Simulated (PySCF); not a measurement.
Thallium: a sound run and one with changed settings

Sound run: Tl²⁺ [Xe] 4f14 5d10 6s1, Tl³⁺ [Xe] 4f14 5d10. Computed with PySCF 2.14 in def2-TZVP with the def2 core potential (60 electrons) (6s5p3d2f, 50 functions), with a scalar-relativistic core potential. The sound run starts from symmetry-adapted Hartree-Fock orbitals and uses a fine grid where one is needed.

Changed run: radial step 0.3 in ln r (0.13 in the sound run). This setting is unsound on purpose.

```json
{"species": "Tl²⁺", "method": "UHF", "sound run (hartree)": "-170.65602", "changed run (hartree)": "-170.65602", "converged": "yes"}
{"species": "Tl²⁺", "method": "MN15", "sound run (hartree)": "-171.22514", "changed run (hartree)": "-171.20757", "converged": "yes"}
{"species": "Tl²⁺", "method": "M06-L", "sound run (hartree)": "-171.68271", "changed run (hartree)": "-171.73578", "converged": "yes"}
{"species": "Tl³⁺", "method": "UHF", "sound run (hartree)": "-169.62145", "changed run (hartree)": "-169.62145", "converged": "yes"}
{"species": "Tl³⁺", "method": "MN15", "sound run (hartree)": "-170.11029", "changed run (hartree)": "-170.09748", "converged": "yes"}
{"species": "Tl³⁺", "method": "M06-L", "sound run (hartree)": "-170.60315", "changed run (hartree)": "-170.66783", "converged": "yes"}
```

Ionisation energy of Tl²⁺:

| method | sound run (eV) | changed run (eV) |
| --- | --- | --- |
| UHF | 28.152 | 28.152 |
| MN15 | 30.336 | 30.207 |
| M06-L | 29.377 | 29.060 |

A coarse radial grid mis-integrates the density and the exchange-correlation energy, with errors of either sign; Hartree-Fock needs no grid.

For comparison, NIST gives 29.852 eV between the lowest levels.
